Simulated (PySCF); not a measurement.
Al(AsH2)2(H) (AlAs2H5), SMILES [AsH2][AlH][AsH2].

Coordinates come from a B3LYP-D3(BJ)/def2-SVP optimisation. The structure was generated by enumeration; whether it is a known compound was not checked.

Level of theory: IEF-PCM-B3LYP/def2-SVP run with PySCF 2.14.0.

The values are the electrostatic part of the solvation free energy, E(continuum) − E(gas) at the gas-phase geometry, in a cavity of scaled van der Waals radii (PySCF's table); cavitation and dispersion terms are not included. A continuum can't describe solvent molecules that bind to the metal. In vacuum the orbital gap is 4.82 eV. The dipole moment in vacuum is 0.17 D.

Estimate the values in water (ε = 78.36), tetrahydrofuran (ε = 7.43), toluene (ε = 2.37). (An estimate is asked for; the answer gives what the named calculation found.)


```
solvent              ε  ΔG(elec) (kcal/mol)  dipole (D)  gap (eV)
---------------  -----  -------------------  ----------  --------
water            78.36                 -4.2        0.40      5.16
tetrahydrofuran   7.43                 -3.3        0.36      5.08
toluene           2.37                 -1.8        0.27      4.96
```
